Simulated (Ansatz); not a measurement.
`OB(O)[SiH3]` + `C=C[SiH2]N` → `C=C[SiH2]N[SiH3]` + `OBO`  (cleavage of the Si–B bond)

Program: Ansatz. Geometries: PBE0-D4/def2-TZVP. ΔE: electronic, gas phase. CCSD(T)/CBS adds triple-zeta CCSD(T) − MP2 to the extrapolated MP2 energy (def2 sets, frozen cores). This one scheme is used for every species. DFT in def2-TZVPP. B3LYP here is the variant with VWN-RPA as its local correlation; programs differ in this. Each species was taken in one conformer, which may not be the lowest.

```csv
level,ΔE (kJ/mol),difference from CCSD(T)/CBS
B3LYP-D4,-90.9,3.3
ωB97X-V,-89.5,4.7
ωB97M-V,-93.9,0.3
PBE0,-80.9,13.3
B3LYP,-88.0,6.2
CCSD/def2-TZVPP,-95.1,-0.9
MP2/def2-QZVPP,-102.6,-8.4
SCS-MP2/def2-QZVPP,-103.5,-9.3
MP2/CBS(def2),-102.4,-8.2
CCSD/CBS(def2),-95.9,-1.7
CCSD(T)/CBS,-94.2,0
```

Largest T1 diagnostic among the species: 0.014.

In def2-TZVPP, CCSD(T) changes the Hartree–Fock value by +14.2 kJ/mol (the triples alone add +1.7 kJ/mol) and MP2 by +6.0 kJ/mol. From PBE to PBE0 (25 % exact exchange), in def2-TZVPP and without D4, ΔE moves by −8.0 kJ/mol.
